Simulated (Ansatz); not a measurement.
`FC(F)=[CH][GeH3]` and `F/C=[CH]/[GeH3]` differ in one atom or group.

Ansatz, PBE0-D4/def2-TZVP geometries, multiplicity 1. 

Scalar relativity is left out up to krypton.

```csv
property,`FC(F)=[CH][GeH3]`
LUMO energy (B3LYP/def2-TZVPP) / eV,-0.34
HOMO–LUMO gap (PBE/def2-TZVPP) / eV,5.43
LUMO energy (ωB97M-V/def2-TZVPP) / eV,2.01
HOMO–LUMO gap (ωB97M-V/def2-TZVPP) / eV,11.97
HOMO–LUMO gap (B3LYP/def2-TZVPP) / eV,7.18
size of the dipole moment (B3LYP/def2-TZVPP) / D,0.99
```

Question: What does the change do to each property? (Estimate.)

Answer: Ansatz gave: 
```csv
property,`F/C=[CH]/[GeH3]`,shift
LUMO energy (B3LYP/def2-TZVPP) / eV,-0.36,-0.02
HOMO–LUMO gap (PBE/def2-TZVPP) / eV,5.43,0.00
LUMO energy (ωB97M-V/def2-TZVPP) / eV,2.03,0.02
HOMO–LUMO gap (ωB97M-V/def2-TZVPP) / eV,12.03,0.06
HOMO–LUMO gap (B3LYP/def2-TZVPP) / eV,7.19,0.01
size of the dipole moment (B3LYP/def2-TZVPP) / D,0.90,-0.09
```

Dipoles are sizes alone; their direction can turn.

B3LYP here is the variant with VWN-RPA as its local correlation; programs differ in this.
